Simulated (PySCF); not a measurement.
## CH7OPSi2

CH7OPSi2 is a carbene (divalent C1, bonded to 1 O + 1 P), neutral, singlet. The structure, one conformer, was relaxed in the gas phase by PBE0-D3(BJ)/def2-SVP. No frequency run checks that it is a minimum.

The lowest triplet lies only 0.91 eV up at this geometry (Tamm-Dancoff CAM-B3LYP/def2-SVPD) and falls further when it relaxes, so it may lie near or below this singlet. Shieldings at and next to the centre that carries it rest on this small gap and are unreliable.

SMILES: [SiH3]O[C]P[SiH3]

```xyz
12

C    -0.341   -0.088    1.980
O    -1.192    0.615    1.297
Si   -1.284    1.535   -0.151
P     1.325   -0.363    1.232
Si    1.037   -1.236   -0.837
H     0.034    1.518   -0.853
H    -1.633    2.911    0.286
H    -2.360    0.933   -0.976
H     1.596   -1.560    1.942
H     1.661   -0.368   -1.879
H     1.627   -2.607   -0.889
H    -0.431   -1.318   -1.137
```
(Å; atoms numbered from 1)

Shieldings: GIAO PBE0/pcSseg-2. Shifts are against computed references at the same level: C TMS (σ 184.1 ppm), H TMS (σ 31.24 ppm), Si TMS (σ 341.3 ppm). Core levels by delta-SCF with SCAN, pcX-2 on the ionised atom and pcseg-1 elsewhere, spin-free X2C (2p3/2 is the spin-free 2p value less a third of a first-order spin-orbit splitting); from the vacuum level, for chosen atoms.

Task: Give the NMR and core-level values of the distinct atoms.

Result: 
```csv
atoms,bonded to,σ (ppm),δ (ppm),core level (eV)
C1,1 O + 1 P,-472.3,656.4,-
O2,1 C + 1 Si,-218.8,-,1s 539.26
Si3,1 O + 3 H,372.9,-31.6,2p3/2 107.94
P4,1 C + 1 Si + 1 H,358.2,-,2p3/2 135.93
Si5,1 P + 3 H,441.7,-100.4,2p3/2 106.87
H6 H7 H8,1 Si,25.54,5.70,-
H9,1 P,23.68,7.57,-
H10 H11 H12,1 Si,27.32,3.93,-
```

Values are those of this one static structure, with the three H of a rotating XH3 group averaged; atoms that internal rotation interchanges would show their mean in an NMR spectrum.

Core levels of C1 are left out, their hole states being strongly spin-contaminated.

Task: Which of Si3, Si5 holds its core electrons tightest, and by how much against the loosest?

Result: Si3 (bonded to 1 O + 3 H), by 1.07 eV over Si5 (bonded to 1 P + 3 H).

Task: By CAM-B3LYP/def2-SVPD (TDDFT singlets, Tamm-Dancoff triplets, ionisation by delta-SCF), where does absorption start, and what does vertical ionisation take?

Result: The first singlet with intensity lies at 4.11 eV (f 0.033); what lies below it is dark. The lowest singlet lies at 2.03 eV (f 0.001), the strongest of the first 6 at 5.32 eV (f 0.039), the lowest triplet at 0.91 eV; vertical ionisation takes 7.48 eV.
